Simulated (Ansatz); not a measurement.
Cost and result up the ladder for (LiH)4 cube (Li₄H₄) (8 atoms). Charge 0, multiplicity 1. Geometry: PBE-D4/def2-TZVP.

```xyz
8

Li   -0.788   -1.302   -0.102
H    -1.245    0.028    1.073
Li   -0.918    1.176   -0.317
H    -0.593   -0.164   -1.524
Li    1.155   -0.026   -0.996
H     0.989   -1.267    0.342
Li    0.551    0.152    1.414
H     0.849    1.403    0.109
```

Ansatz on 4 threads of Arm Neoverse V1 on a shared host. Times are rough, and most runs start from the orbitals of an earlier one. ωB97X-V/def2-TZVP serves as the yardstick here, not as an exact answer. Differences are given only for rows in sets of like size (and for xTB, whose basis is part of the method), since another set adds its own error. Binding counts from free atoms at the same level (Li doublet, H doublet; other spins of the atoms weren't run), without zero-point energy or a counterpoise term.

B3LYP takes the VWN-RPA correlation. HSE06 is defined as in plane-wave codes, on full-range PBE exchange. Correlated methods freeze no core orbitals; core or outer-core shells of Li are correlated, in sets that lack core-valence functions.

Correlated methods converge slowly with the basis.

```
                         level  functions  binding energy per atom (eV)  difference from ωB97X-V/def2-TZVP (eV)
          r2SCAN0-D4/def2-TZVP         80                          1.98                                   -0.03
            CCSD(T)/def2-TZVPP        132                          2.00                                   -0.02
            CCSD(T)/def2-TZVPD        104                          1.92                                   -0.09
             PBE0-D4/def2-TZVP         80                          1.94                                   -0.08
             PBE-D4/def2-TZVPD        104                          1.96                                   -0.05
                 MP2/def2-TZVP         80                          1.78                                   -0.24
             ωB97X-V/def2-TZVP         80                          2.02                                    0.00
            HSE06-D4/def2-TZVP         80                          1.94                                   -0.08
                B3LYP-D4/6-31G         44                          2.00                                       –
PBE-D4/def2-TZVP (with forces)         80                          1.95                                   -0.07
                      HF/6-31G         44                          1.40                                       –
            PBE0-D4/def2-TZVPD        104                          1.96                                   -0.06
               PBE-D4/def2-SVP         56                          1.99                                       –
              PBE0-D4/def2-SVP         56                          1.98                                       –
```

(1) Estimate how long each takes.

## Answers

(1) HF/6-31G 0.15 s; MP2/def2-TZVP 0.2 s; PBE-D4/def2-SVP 0.45 s; B3LYP-D4/6-31G 0.5 s; PBE0-D4/def2-SVP 0.55 s; PBE-D4/def2-TZVP (with forces) 0.6 s; HSE06-D4/def2-TZVP 0.6 s; PBE0-D4/def2-TZVP 0.65 s; PBE-D4/def2-TZVPD 0.7 s; PBE0-D4/def2-TZVPD 0.75 s; r2SCAN0-D4/def2-TZVP 1.1 s; ωB97X-V/def2-TZVP 2 s; CCSD(T)/def2-TZVPD 2.1 s; CCSD(T)/def2-TZVPP 3.9 s. On shared hardware such times vary by a factor of up to 3.
